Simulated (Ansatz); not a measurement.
Program: Ansatz. Geometries: PBE0-D4/def2-TZVP. ΔE: electronic, gas phase. CBS: MP2 limit from def2 TZ/QZ plus the TZ coupled-cluster correction, frozen cores. DFT in def2-TZVPP. For Ti outer-core shells are correlated without core-valence functions, which leaves a few kJ/mol of doubt a bond. Scalar relativity is left out up to krypton. Each species was taken in one conformer, which may not be the lowest.

`[F][Ti]([F])([F])[Cl]` + `[SH][Ti]([SH])([SH])[SH]` → `[F][Ti]([F])([SH])[Cl]` + `[F][Ti]([SH])([SH])[SH]`  (redistribution)

`[F][Ti]([F])([F])[Cl]`:

Cartesian coordinates in Å:
```
F 0.449 1.707 0.053
Ti -0.030 0.043 -0.065
F -1.764 -0.054 -0.079
F 0.592 -0.628 -1.541
Cl 0.753 -1.069 1.632
```

`[SH][Ti]([SH])([SH])[SH]`:

```xyz
9

S    -1.905   -1.212    0.510
Ti    0.098   -0.208    0.168
S     0.424    1.221    1.903
S     1.687   -1.806    0.276
S     0.191    0.757   -1.897
H    -1.913   -1.630   -0.773
H    -0.320    2.174    1.306
H     2.606   -0.831    0.091
H    -0.866    1.536   -1.585
```

`[F][Ti]([F])([SH])[Cl]`:

Z-matrix (Å, degrees):
```
Ti
F 1 1.735
S 1 2.265 2 105.8
F 1 1.741 2 113.2 3 118.7
Cl 1 2.182 2 110.8 3 -119.0
H 3 1.349 1 90.4 2 163.4
```

`[F][Ti]([SH])([SH])[SH]`:

Cartesian coordinates in Å:
```
F -0.874 -0.232 -1.608
Ti -0.045 -0.012 -0.081
S -0.455 -1.683 1.393
S -0.636 1.903 0.976
S 2.208 0.077 -0.307
H -1.755 -1.699 1.032
H -0.614 2.572 -0.197
H 2.170 -0.926 -1.209
```

```
             level  ΔE (kcal/mol)
            PBE-D4           -1.0
           ωB97M-V           -1.0
            B2PLYP            0.1
              PBE0           -1.4
     HF/def2-TZVPP           -1.8
    MP2/def2-TZVPP            3.3
CCSD(T)/def2-TZVPP            0.3
     HF/def2-QZVPP           -1.8
```

(1) What does CCSD(T)/CBS give? (Estimate.)

Largest T1 diagnostic among the species: 0.029, so the coupled-cluster value is less sure than usual.

Answers

(1) The calculation gave: 0.0 kcal/mol. The listed levels differ from it by -1.0, -1.0, 0.1, -1.4, -1.8, 3.3, 0.3, -1.8 kcal/mol.

The D4 term adds +1.1 kcal/mol with B3LYP and +0.7 kcal/mol with PBE0; it sums over pairs of atoms, weighted by their polarisabilities, and B3LYP, whose exchange is more repulsive, gets the larger term. In def2-TZVPP, CCSD(T) changes the Hartree–Fock value by +2.1 kcal/mol (the triples alone add +0.7 kcal/mol) and MP2 by +5.1 kcal/mol.

B3LYP here is the variant with VWN-RPA as its local correlation; programs differ in this.
